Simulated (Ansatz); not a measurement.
A nudged elastic band was laid between two geometries of CH$_{7}$AlSSi (11 atoms, charge 0, multiplicity 1).

Level of theory: Ansatz, RKS r2SCANh-D4/def2-SVP.

```yaml
movable_images: 5
climbing_image: yes
spring: 5.0 eV/Å²
optimiser: quadratic models (default)
start_path: through a guess of the saddle point
force_threshold: 0.05 eV/Å
iteration_limit: 60
end_points: relaxed
```

Image 0:

```xyz
11
Properties=species:S:1:pos:R:3
C -1.626 0.553 0.000
Al -0.909 -1.008 0.919
S 1.222 -1.522 0.767
Si 1.962 0.038 -0.510
H -2.726 0.548 -0.018
H -1.314 1.482 0.507
H -1.273 0.635 -1.040
H -1.747 -1.989 1.832
H 1.664 1.390 0.044
H 3.436 -0.137 -0.601
H 1.377 -0.046 -1.879
```

Image 6:

```xyz
11
Properties=species:S:1:pos:R:3
C -1.610 0.595 0.060
Al -0.882 -0.945 1.006
S 1.227 -1.514 0.776
Si 1.933 -0.034 -0.611
H -1.281 0.647 -0.990
H -2.710 0.597 0.069
H -1.282 1.535 0.535
H -1.697 -1.869 1.997
H 1.700 1.350 -0.108
H 3.395 -0.253 -0.774
H 1.272 -0.167 -1.941
```

Question: What changes between the two ends?

Answer: No bond is made or broken. The dihedral H5–C1–Al2–S3 goes from 167 to 44°. The two ends are copies of one structure, up to a mirror image or an exchange of like atoms.

Question: Give the energies along the band, and the barrier.

Answer: It converged. The highest image is number 2 of 0 to 6, 0.004 eV above the ends, which have the same energy within 2 meV. The top lies less than 8 meV above the higher end, about what the thresholds resolve: the motion is nearly free. A vibrational analysis at the climbing image gives one clearly imaginary mode, 52i cm⁻¹: a first-order saddle point.

| image | path coordinate (Å) | energy (eV) | dihedral H5–C1–Al2–S3 (°) |
| --- | --- | --- | --- |
| 0 | 0.00 | 0.000 | 167 |
| 1 | 0.67 | 0.002 | 146 |
| 2 | 1.35 | 0.004 | 123 |
| 3 | 1.96 | 0.004 | 104 |
| 4 | 2.58 | 0.001 | 83 |
| 5 | 3.20 | 0.000 | 62 |
| 6 | 3.82 | 0.000 | 44 |

Question: What is the geometry of the highest image?

Answer: 
```xyz
11
Properties=species:S:1:pos:R:3
C -1.662 0.553 0.006
Al -0.872 -0.944 0.968
S 1.252 -1.477 0.802
Si 2.003 0.019 -0.545
H -2.505 0.201 -0.612
H -2.089 1.282 0.714
H -0.975 1.098 -0.657
H -1.695 -1.886 1.936
H 1.835 1.393 0.009
H 3.452 -0.258 -0.730
H 1.323 -0.039 -1.871
```

The run took 9.6 min on 2 threads of Arm Neoverse V1, on a shared host, peak memory 0.26 GiB.
